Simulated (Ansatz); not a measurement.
Species: sum formula SiN$_{3}$H$_{6}$ (charge -1, singlet). It need not be the lowest isomer of its formula. Whether it binds its extra electron was not tested at this geometry. 
Structure (B3LYP-D3(BJ)/def2-TZVP (Ansatz, a quantum-chemistry and plane-wave program) minimum search):
```
Si
N 1 1.6488
H 2 1.0161 1 116.14
N 1 1.7849 2 115.53 3 44.60
H 4 1.0144 1 111.30 2 43.11
H 4 1.0154 5 107.87 1 -125.61
N 1 1.7878 2 109.19 3 168.24
H 7 1.0137 1 111.98 2 106.05
H 7 1.0155 8 107.33 1 119.45
H 1 1.5279 2 123.28 3 -76.28
```
Charge -1, spin multiplicity 1.

Basis-set convergence of Hartree-Fock and MP2 correlation energies (hartree) with Ansatz. Correlated levels leave the core frozen unless marked. Spin-orbit coupling is left out. Non-relativistic.

| basis | functions | E(HF) | E(corr, MP2) |
|---|---|---|---|
| aug-cc-pV(D+d)Z | 155 | -455.85819 | -0.67945 |
| aug-cc-pV(T+d)Z | 331 | -455.91720 | -0.81350 |
| aug-cc-pV(Q+d)Z | 605 | -455.93068 | -0.86076 |

Extrapolating the two largest sets (X = 3 and 4) as X^-3: E(corr) = (64·(-0.86076) - 27·(-0.81350))/37 = -0.8952 Eh, an estimate of the basis-set limit. The largest set recovers 96.1 % of it, the smallest 75.9 %.
